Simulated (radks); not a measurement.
Effect of the nuclear size on neutral platinum, [Xe] 4f14 5d9 6s1. Method: Dirac Kohn-Sham, exchange-only LDA, spin-unpolarised, spherical densities, finite nucleus; open shells are shared between the two j in proportion to 2j + 1; Fermi nuclear charge, rms radius 5.427 fm; computed with a radial shooting solver on a logarithmic mesh with Libxc functionals. The rms radius is varied about that value; shifts are against it.

rms radius (fm)  total energy shift (eV)  density at nucleus (e/bohr^3)  1s1/2 shift (meV)  2s1/2 shift (meV)  5s1/2 shift (meV)  6s1/2 shift (meV)  5d5/2 shift (meV)  6p1/2 (empty) shift (meV)
4.575                              -25.6                      2.101e+06             -10300              -1500              -16.5              -1.18              0.474                      0.137
5.1556                             -8.44                      2.006e+06              -3390               -496              -5.44             -0.391              0.156                      0.045
5.427                                  0                      1.966e+06              0.000              0.000              0.000              0.000              0.000                      0.000
5.6169                              6.06                       1.94e+06               2440                357               3.90              0.280             -0.112                     -0.032
6.2953                              28.8                      1.856e+06              11600               1690               18.5               1.33             -0.533                     -0.154

Slopes of the eigenvalues against <r^2> in GHz/fm^2, as finite differences over the two radii next to the reference (eigenvalue slopes, not the field-shift constants of lines): 1s1/2 284000, 2s1/2 41500, 5s1/2 454, 6s1/2 32.7, 5d5/2 -13.1, 6p1/2 (empty) -3.77.
